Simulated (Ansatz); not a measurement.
`CB1C=CC=C1C1=CC=CB1C` with charge +1. Total charge 1; doublet. Geometry r2SCAN-D4/def2-SVP, that of the neutral singlet; atoms count from 1.

Cartesian coordinates in Å:
```
C -1.383 -0.312 -2.780
B -1.388 -0.938 -1.354
C -2.483 -1.916 -0.790
C -2.282 -1.974 0.557
C -1.116 -1.186 1.000
C -0.479 -0.567 -0.053
C 0.711 0.216 0.049
C 1.517 0.578 -1.008
C 2.707 1.330 -0.566
C 2.751 1.511 0.784
B 1.428 0.878 1.353
C 0.869 1.091 2.792
H -1.760 -0.999 -3.555
H -0.450 0.161 -3.117
H -2.134 0.505 -2.724
H -3.312 -2.423 -1.291
H -2.900 -2.533 1.272
H -0.796 -1.160 2.045
H 1.352 0.316 -2.057
H 3.454 1.692 -1.284
H 3.550 2.062 1.285
H 0.076 0.410 3.127
H 0.409 2.102 2.760
H 1.660 1.157 3.558
```

Q: Estimate the Mulliken populations from the PBE0/def2-TZVP orbitals of Ansatz.

A: 
```tsv
atom	charge (e)	spin (α − β)
C1	-0.39	0.00
B2	0.15	-0.01
C3	-0.16	0.35
C4	-0.08	-0.12
C5	-0.01	0.28
C6	-0.04	0.03
C7	-0.04	0.03
C8	-0.01	0.28
C9	-0.08	-0.12
C10	-0.16	0.35
B11	0.15	-0.01
C12	-0.39	0.00
H13	0.18	0.00
H14	0.13	0.00
H15	0.19	0.00
H16	0.18	-0.01
H17	0.18	0.00
H18	0.17	-0.01
H19	0.17	-0.01
H20	0.18	0.00
H21	0.18	-0.01
H22	0.13	0.00
H23	0.19	0.00
H24	0.18	0.00
```
Mulliken values depend strongly on the basis.

Q: Where does the spin sit?

A: Summed by element: C 1.06, B -0.02, H -0.05, of 1 unpaired in all. Largest on single atoms: C10 0.35, C3 0.35, C8 0.28.

Q: And the Mayer bond orders between heavy atoms (over 0.3)?

A: C1–B2 1.12 (1.56 Å); B2–C3 1.02 (1.57 Å); B2–C6 0.97 (1.63 Å); C3–C4 1.65 (1.36 Å); C4–C5 1.14 (1.48 Å); C5–C6 1.41 (1.38 Å); C6–C7 1.26 (1.43 Å); C7–C8 1.41 (1.38 Å); C7–B11 0.97 (1.63 Å); C8–C9 1.14 (1.48 Å); C9–C10 1.65 (1.36 Å); C10–B11 1.02 (1.57 Å); B11–C12 1.12 (1.56 Å).
